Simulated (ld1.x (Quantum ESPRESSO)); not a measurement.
# Transferability test, PAW potential for tellurium (Te)

* Element: tellurium (Te)
* Generator: ld1.x (Quantum ESPRESSO) 7.5
* Type: PAW
* Functional: PBEsol
* Relativity: scalar-relativistic
* Frozen core: [Kr]
* Valence charge: 16
* Reference configuration: 4d10 5s2 5p4
* Partial waves: 5s (bound): rcut 1.65, rcutus 1.90 bohr; 5s channel at 0.2 Ry: rcut 1.65, rcutus 1.90 bohr; 5p (bound): rcut 1.80, rcutus 2.30 bohr; 5p channel at 0.2 Ry: rcut 1.80, rcutus 2.30 bohr; 4d (bound): rcut 1.00, rcutus 1.15 bohr; 4d channel at -2.7 Ry: rcut 1.00, rcutus 1.15 bohr
* Local potential: all-electron potential smoothed inside 2.15 bohr (lloc = -1)
* Core correction: a·sin(br)/r model core, default radius (core density twice the valence density)
* Augmentation charge: PSQ, radius 1.05 bohr

Energies are relative to the spin-unpolarised reference configuration 4d10 5s2 5p4; without spin polarisation the order of configurations can differ from experiment. The frozen-core shift is the all-electron ΔE with the core orbitals held at their reference shape minus the fully relaxed ΔE.

(1) Give the all-electron excitation energy and the error of the potential for: 4d10 5s2 5p3; 4d10 5s2 5p2; 4d10 5s2 5p1; 4d10 5s1 5p5; 4d10 5s2 5p3.5; 4d10 5s2 5p4.3; 4d10 5s1 5p4.

Levels in the configuration 4d10 5s2 5p3:

| level | all-electron (eV) | pseudo (eV) |
| --- | --- | --- |
| 4d | -50.625 | -50.629 |
| 5s | -23.507 | -23.507 |
| 5p | -13.717 | -13.717 |

Results:

(1)

```
valence configuration  charge  ΔE all-electron (eV)  error AE − PS (meV)  frozen-core shift (meV)
         4d10 5s2 5p3      +1                 9.753                 -2.5                     +1.9
         4d10 5s2 5p2      +2                27.722                 -7.8                     +6.3
         4d10 5s2 5p1      +3                54.678                  -17                      +15
         4d10 5s1 5p5       0                 9.285                 -0.9                     +0.5
       4d10 5s2 5p3.5    +0.5                 3.907                 -1.0                     +0.7
       4d10 5s2 5p4.3    -0.3                -1.472                 +0.4                     -0.2
         4d10 5s1 5p4      +1                19.626                 -3.6                     +2.7
```

A variational frozen-core shift is positive and of second order in the change. This column holds negative values, so the frozen-core run of ld1.x carries numerical noise or an error of first order here, and the column gives no more than the rough size of the effect.
